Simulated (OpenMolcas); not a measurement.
**Computed transition rates of Zr2+**

```yaml
Program: OpenMolcas 26.06
Method: "SS-RASPT2, IPEA 0.25 Eh, imaginary shift 0.1 Eh (closed shells correlated: 4s)"
Basis: ANO-RCC-VQZP [8s7p5d3f2g1h]
Scalar_Hamiltonian: DKH2, point nucleus
Active_space: 8 electrons in 8 orbitals (RAS1 4p, at most 2 holes; RAS2 4d)
State_averaging: 2S+1 = 3 even, 10 roots; 2S+1 = 1 even, 15 roots
Spin-orbit_coupling: RASSI with atomic mean-field integrals over the reference wave functions, term energies averaged over their components
```

Rates come from the transition moments of the reference wave functions (E1 and E2 in the length form). At fixed line strength A goes as λ^-3 for E1 and M1 and as λ^-5 for E2, so a rate at the computed wavelength can be rescaled to the measured one. Measured vacuum wavelengths follow from level energies in Moore, Atomic Energy Levels, vol. II, NSRDS-NBS 35 (1971 reprint of NBS Circular 467, 1952); NIST levels as listed in Rynkun, Gaigalas and Jonsson, Astron. Astrophys. 637, A10 (2020). Branching counts decays inside the model space alone, at computed energies, and the table is only a selection of the E2 and M1 lines, drawn from those between levels with measured partners whose computed energy lies within a factor of 1.5 of the measured one.

| Upper | Lower | Type | λ computed (nm) | λ measured (nm) | A computed (s-1) | A rescaled (s-1) | Branching % |
| --- | --- | --- | --- | --- | --- | --- | --- |
| 4d² ³P₁ | 4d² ³P₀ | M1 | 32070 | 37940 | 5.44e-04 | 3.29e-04 | 1.1 |
| 4d² ³P₂ | 4d² ³P₁ | M1 | 16460 | 19510 | 2.89e-03 | 1.74e-03 | 3.2 |
| 4d² ³F₃ | 4d² ³F₂ | M1 | 12880 | 14680 | 1.19e-02 | 8.04e-03 | 100.0 |
| 4d² ³F₄ | 4d² ³F₃ | M1 | 11070 | 12420 | 1.49e-02 | 1.06e-02 | 100.0 |
| 4d² ³P₁ | 4d² ¹D₂ | M1 | 4169 | 3870 | 1.56e-02 |  | 30.4 |
| 4d² ³P₂ | 4d² ¹D₂ | M1 | 3326 | 3229 | 5.31e-02 |  | 59.3 |
| 4d² ¹D₂ | 4d² ³F₃ | M1 | 1853 | 1976 | 7.26e-02 |  | 56.2 |
| 4d² ¹D₂ | 4d² ³F₂ | M1 | 1620 | 1742 | 5.63e-02 |  | 43.6 |
| 4d² ³P₂ | 4d² ³F₄ | E2 | 1334 | 1360 | 1.71e-02 | 1.55e-02 | 19.0 |
| 4d² ³P₁ | 4d² ³F₃ | E2 | 1283 | 1308 | 1.92e-02 | 1.74e-02 | 37.5 |
| 4d² ³P₀ | 4d² ³F₂ | E2 | 1211 | 1240 | 3.95e-02 | 3.51e-02 | 100.0 |
| 4d² ³P₂ | 4d² ³F₃ | E2 | 1190 | 1226 | 8.09e-03 | 6.97e-03 | 9.0 |
| 4d² ³P₂ | 4d² ³F₃ | M1 | 1190 | 1226 | 6.53e-03 |  | 7.3 |
| 4d² ³P₁ | 4d² ³F₂ | E2 | 1167 | 1201 | 1.49e-02 | 1.29e-02 | 29.1 |
| 4d² ³P₁ | 4d² ³F₂ | M1 | 1167 | 1201 | 9.90e-04 |  | 1.9 |
| 4d² ¹G₄ | 4d² ³F₄ | M1 | 1090 | 1046 | 6.57e-02 |  | 55.2 |
| 4d² ³P₂ | 4d² ³F₂ | E2 | 1090 | 1131 | 1.56e-03 | 1.30e-03 | 1.7 |
| 4d² ¹G₄ | 4d² ³F₃ | M1 | 992 | 964.5 | 5.24e-02 |  | 44.0 |
| 4d² ¹S₀ | 4d² ³P₂ | E2 | 730.3 | 660.5 | 9.09e-02 |  | 2.1 |
| 4d² ¹S₀ | 4d² ³P₁ | M1 | 699.3 | 638.8 | 9.06e-01 |  | 21.2 |
| 4d² ¹S₀ | 4d² ¹D₂ | E2 | 598.8 | 548.3 | 3.21e+00 | 4.99e+00 | 74.9 |
| 4d² ¹S₀ | 4d² ³F₂ | E2 | 437.2 | 417 | 7.63e-02 |  | 1.8 |

Spin-changing lines and M1 lines between different terms are not rescaled, since their strength hangs on the term gaps too.

The largest correction is for 4d² ³P₂ → 4d² ³P₁ (M1): 2.89e-03 × (16460 / 19510)^3 = 1.74e-03 s-1, a factor of 0.60.

These are rates of the free ion; in crystals, glasses and complexes forced electric-dipole and non-radiative decay shorten such lifetimes by orders of magnitude. No measured rate stands beside these. Rescaling mends the energy factor alone: line strengths can still be far off where a level mixes with configurations outside the active space, and weak or spin-changing lines hang on small mixing coefficients that depend on the term gaps too, so rescaling need not improve them.

Term energies are means over components that CASPT2 splits; among the terms shown or strongly mixed into the levels shown the widest spread is 260 cm-1 (4d² ¹G). Active for correlation alone: 4p; no level in the range computed is led by a configuration that opens it, so any true level of that kind is missing. Measured partners are found by configuration, term and J. A level has none where our copy of the source lacks it or the pairing is in doubt (some pairs that miss far off the trend of their configuration count as doubtful). Levels of configurations outside the active space are missing.
